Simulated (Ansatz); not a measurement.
`BBB[SeH]` + `N[SiH3]` → `[SiH3]NB[SeH]` + `BB`  (cleavage of the B–B bond)

Gas-phase electronic energies from Ansatz, PBE0-D4/def2-TZVP geometries. CCSD(T)/CBS is the MP2 limit (def2-TZVPP, def2-QZVPP) plus CCSD(T) − MP2 in def2-TZVPP, frozen cores. This one scheme is used for every species. Functionals use def2-TZVPP. B3LYP here is the variant with VWN-RPA as its local correlation; programs differ in this. For Se outer-core shells are correlated without core-valence functions, which leaves a few kJ/mol of doubt a bond. Scalar relativity is left out up to krypton. One conformer a species, not always the lowest.

```
         level  ΔE (kJ/mol)
        PBE-D4        -89.6
       ωB97X-V       -103.3
        B2PLYP       -105.4
         B3LYP       -100.9
 HF/def2-TZVPP       -116.9
  HF/CBS(def2)       -116.9
 MP2/CBS(def2)       -109.1
CCSD/CBS(def2)       -104.7
```

What does CCSD(T)/CBS give? (An estimate is asked.)

Ansatz gave: -103.7 kJ/mol. The listed levels differ from it by 14.1, 0.4, -1.7, 2.8, -13.2, -13.2, -5.4, -1.0 kJ/mol.

Largest T1 diagnostic among the species: 0.014.

From PBE to PBE0 (25 % exact exchange), in def2-TZVPP and without D4, ΔE moves by −6.2 kJ/mol. In def2-TZVPP, CCSD(T) changes the Hartree–Fock value by +11.1 kJ/mol (the triples alone add +1.0 kJ/mol) and MP2 by +5.6 kJ/mol.
